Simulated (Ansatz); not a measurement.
Computed with Ansatz on PBE0-D4/def2-TZVP structures; ΔE is electronic, products minus reactants. CCSD(T)/CBS is the MP2 limit (def2-TZVPP, def2-QZVPP) plus CCSD(T) − MP2 in def2-TZVPP, frozen cores. This one scheme is used for every species. Functionals use def2-TZVPP. For Br outer-core shells are correlated without core-valence functions, which leaves a few kJ/mol of doubt a bond. Scalar relativity is left out up to krypton. One conformer a species, not always the lowest.

`CCCCCCCCCl` + HBr → `CCCCCCCBr` + `CCl`  (substitution at a C–C bond)

Question: Is it downhill or uphill in electronic energy at CCSD(T)/CBS, and by how much? (Estimate.)

Answer: The calculation gave: Uphill: ΔE = +3.8 kcal/mol.

Question: What do these levels give: r2SCAN-D4, revPBE, PBE0, RPA@PBE/def2-TZVPP, MP2/def2-SVP, SCS-MP2/def2-QZVPP? (An estimate is asked.)

Answer: Computed: r2SCAN-D4 3.7, revPBE 3.1, PBE0 4.2, RPA@PBE/def2-TZVPP 3.7, MP2/def2-SVP 7.8, SCS-MP2/def2-QZVPP 3.3 kcal/mol.

Largest T1 diagnostic among the species: 0.009.

Leaving LDA and LC-ωPBE aside and taking each functional with its dispersion term where it has one, the values, not all of them listed here, spread over 2.0 kcal/mol, from BLYP-D4 to CAM-B3LYP-D4. LDA lies +1.9 kcal/mol from PBE without D4. At CCSD(T), def2-SVP lies +4.6 kcal/mol from the extrapolated value and def2-TZVPP +0.2 kcal/mol. From BLYP to BHLYP (50 % exact exchange), in def2-TZVPP and without D4, ΔE moves by +1.4 kcal/mol.
